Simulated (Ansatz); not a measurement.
`CCO[SiH3]` and `CC[Te][SiH3]` differ in one element.

Ansatz, PBE0-D4/def2-TZVP geometries, multiplicity 1. Each molecule was computed in one conformer, which needn't be the lowest.

Elements past krypton have def2 core potentials.

```json
{"property": "size of the dipole moment (B3LYP/def2-TZVPP) / D", "`CCO[SiH3]`": "1.12"}
{"property": "LUMO energy (ωB97M-V/def2-TZVPP) / eV", "`CCO[SiH3]`": "2.00"}
{"property": "HOMO energy (PBE0/def2-TZVPP) / eV", "`CCO[SiH3]`": "-8.10"}
{"property": "HOMO energy (B3LYP/def2-TZVPP) / eV", "`CCO[SiH3]`": "-7.88"}
{"property": "size of the dipole moment (ωB97M-V/def2-TZVPP) / D", "`CCO[SiH3]`": "1.13"}
{"property": "size of the dipole moment (PBE/def2-TZVPP) / D", "`CCO[SiH3]`": "1.07"}
```

(1) What does the change do to each property? (An estimate is asked.)

Results:

(1) The calculation gave: 
```tsv
property	`CC[Te][SiH3]`	shift
size of the dipole moment (B3LYP/def2-TZVPP) / D	1.37	0.25
LUMO energy (ωB97M-V/def2-TZVPP) / eV	1.02	-0.98
HOMO energy (PBE0/def2-TZVPP) / eV	-6.09	2.01
HOMO energy (B3LYP/def2-TZVPP) / eV	-5.88	2.00
size of the dipole moment (ωB97M-V/def2-TZVPP) / D	1.35	0.22
size of the dipole moment (PBE/def2-TZVPP) / D	1.41	0.34
```

With PBE0 the HOMO rises by 2.01 eV and the LUMO falls by 1.08 eV, so the gap narrows by about 3.09 eV. PBE moves the HOMO by 1.51 eV and ωB97M-V by 2.30 eV. Dipoles are sizes alone; their direction can turn.

B3LYP here is the variant with VWN-RPA as its local correlation; programs differ in this.

Spin–orbit coupling is left out; it splits and shifts lone-pair levels of the heavy atoms by tenths of an eV.
